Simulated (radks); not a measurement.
Values are calculated unless marked as measured or tabulated.
Orbital eigenvalues (eV) of the silver ion Ag32+, [Ne] 3s2 3p3, at several levels of relativity; Dirac values are averaged over j with weights 2j + 1. Spin-unpolarised spherical Kohn-Sham, PBE, point nucleus unless stated (finite: rms radius 4.5454 fm), a radial shooting solver on a logarithmic mesh with Libxc functionals. A level marked "c x" has the speed of light scaled by that factor and shares open shells by 2j + 1; other Dirac levels either fill j = l - 1/2 first or share by 2j + 1.

shell,non-rel.,scalar-rel.,"Dirac, low j first","Dirac, c x 0.75","change of magnitude, last against first (%)"
1s,-26253,-27066,-27049,-27749,+5.70
2s,-5192.8,-5399.3,-5394.9,-5576.0,+7.38
2p,-4966.3,-5030.6,-5030.1,-5088.3,+2.46
3s,-2000.7,-2059.4,-2058.0,-2109.2,+5.42
3p,-1918.8,-1942.1,-1941.6,-1962.2,+2.26
